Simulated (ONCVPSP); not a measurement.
## Before and after: ONCV potential for copper (Cu)

| Quantity | Value |
| --- | --- |
| Element | Cu |
| Generator | ONCVPSP 4.0.1 |
| Type | optimised norm-conserving Vanderbilt (ONCV) |
| Functional | LDA (Perdew-Wang 92) |
| Relativity | fully relativistic |
| Frozen core | [Ne] |
| Valence charge | 19 |
| Reference configuration | 3s2 3p6 3d10 4p1 |
| Partial waves | 3s: rc 0.70 bohr, ncon 5, nbas 9, qcut 9.2 1/bohr, 2 projectors, debl 2 Ha; 3p+4p: rc 1.20 bohr, ncon 5, nbas 10, qcut 13.6 1/bohr, 2 projectors; 3d: rc 0.75 bohr, ncon 3, nbas 6, qcut 13.9 1/bohr, 2 projectors, debl 3.6 Ha |
| Local potential | polynomial inside 0.70 bohr (lpopt 5, dvloc0 0 Ha) |
| Core correction | none |

Open shells are filled in proportion to 2j + 1.

In the s channel the program set the typed energies aside and used -4.271, 0.250 Ha.

Change: all radii scaled by about 1.06 (s 0.74, p 1.28, d 0.80 bohr); local potential polynomial inside 0.74 bohr (lpopt 5, dvloc0 0 Ha).

Cutoffs: the cutoffs (Ha) at which the residual kinetic energy of the hardest occupied pseudo-wave falls to 1 and 0.1 mHa per electron; they do not see the model core or the augmentation charge, which bear on the density cutoff. Errors are all-electron minus pseudo energies relative to the spin-unpolarised reference configuration.

Problem. Predict the effect on cutoff, ghosts and configuration errors.

Solution. The potential gets softer (401 Ha and 470 Ha → 366 Ha and 425 Ha); of the 4 tests that both files solve, the error grows in 0 and shrinks in 2 by more than 15 % and 0.3 meV (median size 2.9 → 1.7 meV); neither file shows a bound ghost. A larger radius leaves more room for a smooth pseudo-wave, so fewer plane waves are needed.

| quantity | base | changed |
| --- | --- | --- |
| cutoff, loose | 401 Ha | 366 Ha |
| cutoff, tight | 470 Ha | 425 Ha |
| loose cutoff by channel | s 401 Ha, p 48 Ha, d 215 Ha | s 366 Ha, p 48 Ha, d 125 Ha |
| bound ghosts | none | none |
| GHOST(+) flags under 300 eV | none | none |
| error for 3s2 3p6 3d10 4s1 4p0, meV [ΔE -4.26 eV] | -0.8 | -0.8 |
| error for 3s2 3p6 3d10 4p0, meV [ΔE 4.17 eV] | +0.8 | +0.8 |
| error for 3s2 3p6 3d9 4p0, meV [ΔE 25.86 eV] | -10 | -7.8 |
| error for 3s2 3p6 3d9 4s2 4p0, meV [ΔE -2.24 eV] | -4.9 | -2.6 |

Base: These tests converged, but a pseudo level misses the all-electron one widely, so the file describes the atom poorly there or has found another state: 3s2 3p6 3d10 4s1 4p0: empty 4p by 5.9 eV; 3s2 3p6 3d9 4s2 4p0: empty 4p by 14.2 eV. Changed file: These tests converged, but a pseudo level misses the all-electron one widely, so the file describes the atom poorly there or has found another state: 3s2 3p6 3d10 4s1 4p0: empty 4p by 5.9 eV; 3s2 3p6 3d9 4s2 4p0: empty 4p by 14.2 eV.
